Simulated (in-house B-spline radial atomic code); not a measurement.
Whole-atom quantities along the 20-electron series, configuration [Ar] 3d2. Breit and QED terms are first order and not part of the total energy; the density at the nucleus is averaged over the nuclear charge. Computed with a radial B-spline atomic code at the basis-set limit: Dirac-Hartree-Fock, average of the configuration, finite nuclei.

```json
{"ion": "Mo22+", "Z": "42", "E/Z² (Eh)": "-2.1327", "Σ<r²> (bohr²)": "1.8568", "n(0)/Z³ (bohr⁻³)": "1.1925", "Lamb diamagnetic shielding (ppm)": "3561.86", "repulsion over attraction": "0.089344", "Breit energy (eV)": "63.305", "self-energy (eV)": "49.352", "vacuum polarisation (eV)": "-5.5581", "Dirac less non-relativistic energy (Eh)": "-71.856"}
{"ion": "Tc23+", "Z": "43", "E/Z² (Eh)": "-2.1448", "Σ<r²> (bohr²)": "1.7433", "n(0)/Z³ (bohr⁻³)": "1.2232", "Lamb diamagnetic shielding (ppm)": "3663.19", "repulsion over attraction": "0.087411", "Breit energy (eV)": "68.412", "self-energy (eV)": "53.579", "vacuum polarisation (eV)": "-6.1323", "Dirac less non-relativistic energy (Eh)": "-79.5"}
{"ion": "Ru24+", "Z": "44", "E/Z² (Eh)": "-2.1565", "Σ<r²> (bohr²)": "1.6397", "n(0)/Z³ (bohr⁻³)": "1.253", "Lamb diamagnetic shielding (ppm)": "3765.11", "repulsion over attraction": "0.085551", "Breit energy (eV)": "73.794", "self-energy (eV)": "58.062", "vacuum polarisation (eV)": "-6.7522", "Dirac less non-relativistic energy (Eh)": "-87.753"}
{"ion": "Rh25+", "Z": "45", "E/Z² (Eh)": "-2.1678", "Σ<r²> (bohr²)": "1.5451", "n(0)/Z³ (bohr⁻³)": "1.2859", "Lamb diamagnetic shielding (ppm)": "3867.65", "repulsion over attraction": "0.083761", "Breit energy (eV)": "79.46", "self-energy (eV)": "62.812", "vacuum polarisation (eV)": "-7.4212", "Dirac less non-relativistic energy (Eh)": "-96.654"}
{"ion": "Pd26+", "Z": "46", "E/Z² (Eh)": "-2.179", "Σ<r²> (bohr²)": "1.4582", "n(0)/Z³ (bohr⁻³)": "1.3193", "Lamb diamagnetic shielding (ppm)": "3970.83", "repulsion over attraction": "0.082036", "Breit energy (eV)": "85.417", "self-energy (eV)": "67.84", "vacuum polarisation (eV)": "-8.1417", "Dirac less non-relativistic energy (Eh)": "-106.23"}
{"ion": "Ag27+", "Z": "47", "E/Z² (Eh)": "-2.1898", "Σ<r²> (bohr²)": "1.3784", "n(0)/Z³ (bohr⁻³)": "1.3551", "Lamb diamagnetic shielding (ppm)": "4074.67", "repulsion over attraction": "0.080374", "Breit energy (eV)": "91.673", "self-energy (eV)": "73.158", "vacuum polarisation (eV)": "-8.9173", "Dirac less non-relativistic energy (Eh)": "-116.53"}
{"ion": "Cd28+", "Z": "48", "E/Z² (Eh)": "-2.2004", "Σ<r²> (bohr²)": "1.3048", "n(0)/Z³ (bohr⁻³)": "1.3903", "Lamb diamagnetic shielding (ppm)": "4179.19", "repulsion over attraction": "0.078771", "Breit energy (eV)": "98.237", "self-energy (eV)": "78.775", "vacuum polarisation (eV)": "-9.7507", "Dirac less non-relativistic energy (Eh)": "-127.59"}
{"ion": "In29+", "Z": "49", "E/Z² (Eh)": "-2.2108", "Σ<r²> (bohr²)": "1.2369", "n(0)/Z³ (bohr⁻³)": "1.4295", "Lamb diamagnetic shielding (ppm)": "4284.43", "repulsion over attraction": "0.077223", "Breit energy (eV)": "105.12", "self-energy (eV)": "84.705", "vacuum polarisation (eV)": "-10.646", "Dirac less non-relativistic energy (Eh)": "-139.44"}
{"ion": "Sn30+", "Z": "50", "E/Z² (Eh)": "-2.221", "Σ<r²> (bohr²)": "1.174", "n(0)/Z³ (bohr⁻³)": "1.4691", "Lamb diamagnetic shielding (ppm)": "4390.41", "repulsion over attraction": "0.075729", "Breit energy (eV)": "112.32", "self-energy (eV)": "90.958", "vacuum polarisation (eV)": "-11.607", "Dirac less non-relativistic energy (Eh)": "-152.13"}
{"ion": "Sb31+", "Z": "51", "E/Z² (Eh)": "-2.231", "Σ<r²> (bohr²)": "1.1156", "n(0)/Z³ (bohr⁻³)": "1.5107", "Lamb diamagnetic shielding (ppm)": "4497.14", "repulsion over attraction": "0.074285", "Breit energy (eV)": "119.86", "self-energy (eV)": "97.549", "vacuum polarisation (eV)": "-12.636", "Dirac less non-relativistic energy (Eh)": "-165.69"}
{"ion": "Te32+", "Z": "52", "E/Z² (Eh)": "-2.2408", "Σ<r²> (bohr²)": "1.0614", "n(0)/Z³ (bohr⁻³)": "1.5523", "Lamb diamagnetic shielding (ppm)": "4604.67", "repulsion over attraction": "0.072889", "Breit energy (eV)": "127.75", "self-energy (eV)": "104.49", "vacuum polarisation (eV)": "-13.739", "Dirac less non-relativistic energy (Eh)": "-180.18"}
{"ion": "I33+", "Z": "53", "E/Z² (Eh)": "?", "Σ<r²> (bohr²)": "?", "n(0)/Z³ (bohr⁻³)": "?", "Lamb diamagnetic shielding (ppm)": "?", "repulsion over attraction": "?", "Breit energy (eV)": "?", "self-energy (eV)": "?", "vacuum polarisation (eV)": "?", "Dirac less non-relativistic energy (Eh)": "?"}
{"ion": "Xe34+", "Z": "54", "E/Z² (Eh)": "-2.26", "Σ<r²> (bohr²)": "0.96391", "n(0)/Z³ (bohr⁻³)": "1.6456", "Lamb diamagnetic shielding (ppm)": "4822.21", "repulsion over attraction": "0.070229", "Breit energy (eV)": "144.57", "self-energy (eV)": "119.47", "vacuum polarisation (eV)": "-16.182", "Dirac less non-relativistic energy (Eh)": "-212.1"}
{"ion": "Cs35+", "Z": "55", "E/Z² (Eh)": "-2.2694", "Σ<r²> (bohr²)": "0.91996", "n(0)/Z³ (bohr⁻³)": "1.6956", "Lamb diamagnetic shielding (ppm)": "4932.28", "repulsion over attraction": "0.068962", "Breit energy (eV)": "153.54", "self-energy (eV)": "127.55", "vacuum polarisation (eV)": "-17.531", "Dirac less non-relativistic energy (Eh)": "-229.64"}
{"ion": "Ba36+", "Z": "56", "E/Z² (Eh)": "-2.2787", "Σ<r²> (bohr²)": "0.87885", "n(0)/Z³ (bohr⁻³)": "1.7469", "Lamb diamagnetic shielding (ppm)": "5043.26", "repulsion over attraction": "0.067734", "Breit energy (eV)": "162.88", "self-energy (eV)": "136.03", "vacuum polarisation (eV)": "-18.972", "Dirac less non-relativistic energy (Eh)": "-248.28"}
{"ion": "La37+", "Z": "57", "E/Z² (Eh)": "-2.2879", "Σ<r²> (bohr²)": "0.84033", "n(0)/Z³ (bohr⁻³)": "1.8017", "Lamb diamagnetic shielding (ppm)": "5155.19", "repulsion over attraction": "0.066543", "Breit energy (eV)": "172.62", "self-energy (eV)": "144.93", "vacuum polarisation (eV)": "-20.511", "Dirac less non-relativistic energy (Eh)": "-268.1"}
{"ion": "Ce38+", "Z": "58", "E/Z² (Eh)": "-2.2969", "Σ<r²> (bohr²)": "0.80419", "n(0)/Z³ (bohr⁻³)": "1.8586", "Lamb diamagnetic shielding (ppm)": "5268.09", "repulsion over attraction": "0.065387", "Breit energy (eV)": "182.75", "self-energy (eV)": "154.27", "vacuum polarisation (eV)": "-22.152", "Dirac less non-relativistic energy (Eh)": "-289.13"}
{"ion": "Pr39+", "Z": "59", "E/Z² (Eh)": "-2.3059", "Σ<r²> (bohr²)": "0.77023", "n(0)/Z³ (bohr⁻³)": "1.9188", "Lamb diamagnetic shielding (ppm)": "5382", "repulsion over attraction": "0.064266", "Breit energy (eV)": "193.29", "self-energy (eV)": "164.06", "vacuum polarisation (eV)": "-23.902", "Dirac less non-relativistic energy (Eh)": "-311.44"}
{"ion": "Nd40+", "Z": "60", "E/Z² (Eh)": "-2.3148", "Σ<r²> (bohr²)": "0.73829", "n(0)/Z³ (bohr⁻³)": "1.9813", "Lamb diamagnetic shielding (ppm)": "5496.96", "repulsion over attraction": "0.063176", "Breit energy (eV)": "204.25", "self-energy (eV)": "174.33", "vacuum polarisation (eV)": "-25.767", "Dirac less non-relativistic energy (Eh)": "-335.08"}
{"ion": "Pm41+", "Z": "61", "E/Z² (Eh)": "-2.3236", "Σ<r²> (bohr²)": "0.70821", "n(0)/Z³ (bohr⁻³)": "2.044", "Lamb diamagnetic shielding (ppm)": "5612.99", "repulsion over attraction": "0.062117", "Breit energy (eV)": "215.64", "self-energy (eV)": "185.1", "vacuum polarisation (eV)": "-27.753", "Dirac less non-relativistic energy (Eh)": "-360.11"}
{"ion": "Sm42+", "Z": "62", "E/Z² (Eh)": "-2.3324", "Σ<r²> (bohr²)": "0.67984", "n(0)/Z³ (bohr⁻³)": "2.1024", "Lamb diamagnetic shielding (ppm)": "5730.12", "repulsion over attraction": "0.061087", "Breit energy (eV)": "227.47", "self-energy (eV)": "196.37", "vacuum polarisation (eV)": "-29.864", "Dirac less non-relativistic energy (Eh)": "-386.58"}
{"ion": "Eu43+", "Z": "63", "E/Z² (Eh)": "?", "Σ<r²> (bohr²)": "?", "n(0)/Z³ (bohr⁻³)": "?", "Lamb diamagnetic shielding (ppm)": "?", "repulsion over attraction": "?", "Breit energy (eV)": "?", "self-energy (eV)": "?", "vacuum polarisation (eV)": "?", "Dirac less non-relativistic energy (Eh)": "?"}
{"ion": "Gd44+", "Z": "64", "E/Z² (Eh)": "?", "Σ<r²> (bohr²)": "?", "n(0)/Z³ (bohr⁻³)": "?", "Lamb diamagnetic shielding (ppm)": "?", "repulsion over attraction": "?", "Breit energy (eV)": "?", "self-energy (eV)": "?", "vacuum polarisation (eV)": "?", "Dirac less non-relativistic energy (Eh)": "?"}
{"ion": "Tb45+", "Z": "65", "E/Z² (Eh)": "-2.3584", "Σ<r²> (bohr²)": "0.60379", "n(0)/Z³ (bohr⁻³)": "2.3358", "Lamb diamagnetic shielding (ppm)": "6088.79", "repulsion over attraction": "0.05816", "Breit energy (eV)": "265.72", "self-energy (eV)": "233.44", "vacuum polarisation (eV)": "-37.067", "Dirac less non-relativistic energy (Eh)": "-475.47"}
```

Task: Fill in the row of I33+.

Result: E/Z² (Eh): -2.2505; Σ<r²> (bohr²): 1.011; n(0)/Z³ (bohr⁻³): 1.5987; Lamb diamagnetic shielding (ppm): 4713.02; repulsion over attraction: 0.071537; Breit energy (eV): 135.98; self-energy (eV): 111.79; vacuum polarisation (eV): -14.919; Dirac less non-relativistic energy (Eh): -195.63.

Task: Fill in the row of Eu43+.

Result: E/Z² (Eh): -2.3411; Σ<r²> (bohr²): 0.65306; n(0)/Z³ (bohr⁻³): 2.1725; Lamb diamagnetic shielding (ppm): 5848.44; repulsion over attraction: 0.060085; Breit energy (eV): 239.76; self-energy (eV): 208.17; vacuum polarisation (eV): -32.115; Dirac less non-relativistic energy (Eh): -414.59.

Task: Fill in the row of Gd44+.

Result: E/Z² (Eh): -2.3498; Σ<r²> (bohr²): 0.62774; n(0)/Z³ (bohr⁻³): 2.244; Lamb diamagnetic shielding (ppm): 5967.96; repulsion over attraction: 0.05911; Breit energy (eV): 252.5; self-energy (eV): 220.52; vacuum polarisation (eV): -34.509; Dirac less non-relativistic energy (Eh): -444.18.

Task: With what power of Z does the column «Breit energy (eV)» change over this range?

Result: A fit of the logarithm of its size against log Z from Z = 42 to 65 has slope 3.28.
